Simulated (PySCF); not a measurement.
B3LYP has the VWN-RPA correlation part, as in Gaussian. Delta-SCF ions had no search for a lower state. Excitations are Tamm–Dancoff values on a coarser integration grid. The basis has no diffuse functions, so Rydberg states are missing or too high.

Cartesian coordinates (Å):
SMILES: [F][GaH2]
```xyz
4

F      1.6332    -0.1418    -0.0036
Ga    -0.1304     0.0113     0.0002
H     -0.8747    -1.3552    -0.0062
H     -0.6280     1.4857     0.0096
```
Charge 0, multiplicity 1.

Estimate the HOMO, total energy, HOMO–LUMO gap, LUMO, vertical ionisation energy (Delta-SCF), T1 excitation (TDA), S1–T1 gap (TDA) and S1 excitation (TDA) that B3LYP-D3(BJ)/def2-TZVP run with PySCF returns for this input.


HOMO: -8.80 eV
total energy: -2026.0258 Ha
HOMO–LUMO gap: 6.84 eV
LUMO: -1.95 eV
vertical ionisation energy (Delta-SCF): 11.57 eV
T1 excitation (TDA): 5.23 eV
S1–T1 gap (TDA): 0.41 eV
S1 excitation (TDA): 5.64 eV
